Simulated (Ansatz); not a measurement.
The first iterations of a band of CH₆B₂OSn (11 atoms, charge 0, multiplicity 1).

Level of theory: RKS PBE0-D4/def2-SVP (Ansatz).

| Property | Result |
| --- | --- |
| movable images | 7 |
| climbing image | yes |
| spring | 5.0 eV/Å² |
| optimiser | quadratic models (default) |
| start path | through a guess of the saddle point |
| force threshold | 0.05 eV/Å |
| iteration limit | 55 |
| end points | relaxed |

First end point:

```xyz
11
Properties=species:S:1:pos:R:3
B -1.029 -0.773 1.789
C -0.192 -1.428 0.726
O -0.689 -1.482 -0.689
B 0.017 -0.401 -0.461
Sn 0.828 1.416 -1.478
H -2.080 -0.247 1.507
H -0.578 -0.683 2.907
H 0.643 -2.120 0.889
H 0.306 2.806 -0.629
H 2.538 1.355 -1.437
H 0.300 1.500 -3.103
```

Last end point:

```xyz
11
Properties=species:S:1:pos:R:3
B -1.243 -0.800 1.631
C -0.071 -1.365 0.880
O -0.194 -1.655 -0.585
B 0.202 -0.424 -0.365
Sn 0.849 1.414 -1.463
H -1.095 -0.499 2.792
H -2.276 -0.543 1.057
H 0.821 -1.831 1.313
H 0.842 2.759 -0.407
H 2.436 1.177 -2.057
H -0.206 1.709 -2.775
```

| iteration | highest image above the first end (eV) | largest band force component (eV/Å) |
| --- | --- | --- |
| 1 | 21.670 | 66.158 |
| 2 | 5.084 | 8.373 |
| 3 | 3.437 | 5.929 |
| 4 | 1.710 | 3.049 |
| 5 | 0.924 | 1.881 |

Does the band converge within its limit, and where does its top end?

The forces met the threshold. It ended after 15 iterations with the highest image 0.612 eV above the first end. A vibrational analysis at the climbing image gives one clearly imaginary mode, 357i cm⁻¹: a first-order saddle point.

The run took 4.7 min on 2 threads of Intel(R) Xeon(R) Platinum 8488C (Sapphire Rapids), on a shared host, peak memory 0.32 GiB.
